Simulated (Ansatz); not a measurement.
Basis-set extrapolation for CH4AlBF2Si (`F[CH]1[SiH2][BH][Al]1[F]`) (PBE0-D4/def2-TZVP geometry, frozen core, Ansatz). Multiplicity 1, RHF reference.

```csv
,def2-TZVPP,def2-QZVPP
HF,-794.718964,-794.746421
MP2 correlation,-0.966466,-1.047283
CCSD(T) correlation,-1.041268,not run
```

Energies in hartree. Use E(X) = E(∞) + A·exp(−7.88·√X) for Hartree–Fock and E(X) = E(∞) + B·X^(−2.97) for correlation, with X = 3 and 4, and add CCSD(T) minus MP2 of the smaller set to the MP2 limit.

Q: What is the CCSD(T) energy at the basis-set limit?

A: HF limit: -794.746421 + (-0.027457) × 0.13774 = -794.75020. MP2 limit: -1.047283 + (-0.080817) × 0.74074 = -1.10715. Higher-order term: -1.041268 − (-0.966466) = -0.07480. Total: -795.93215 hartree, 107.9 kcal/mol below CCSD(T)/def2-TZVPP.
